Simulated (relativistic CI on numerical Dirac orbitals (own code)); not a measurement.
Zr²⁺: L-alpha,beta X-ray emission

Computed with this model: Dirac-Coulomb-Breit CI, separate exchange-only KLI orbitals for each configuration, model QED (radiative potential, 1s self-energy scaled to tabulated hydrogen-like ionisation energies), valence Slater integrals scaled by 0.7, multiplet model of X-ray emission after core ionisation; configurations [Kr] 4d2 → [He] 2s2 2p5 3s2 3p6 3d10 4s2 4p6 4d2 → [Ar] 3d9 4s2 4p6 4d2; 300 K; Lorentzian 1.4 eV and Gaussian 0.6 eV FWHM. Energies are those of the free ion, without screening or charge transfer. S is read from ⟨S²⟩ = S(S + 1).

free ion: ground-state S = 1.00, centroid 2071.59 eV. Peaks (eV, height): 2043.8 (100), 2126.2 (50).

Strongest unbroadened transitions for free ion:

| Energy (eV) | Relative strength |
| --- | --- |
| 2043.67 | 36.5 |
| 2043.80 | 13.1 |
| 2043.83 | 100.0 |
| 2043.86 | 9.7 |
| 2043.89 | 18.8 |
| 2043.90 | 19.0 |
| 2043.94 | 15.4 |
| 2043.96 | 17.9 |
| 2043.98 | 22.8 |
| 2043.99 | 32.4 |
| 2044.05 | 22.2 |
| 2125.67 | 10.2 |
| 2125.91 | 25.0 |
| 2126.11 | 9.6 |
| 2126.13 | 74.2 |
| 2126.24 | 15.3 |
| 2126.53 | 17.9 |
| 2126.91 | 9.9 |
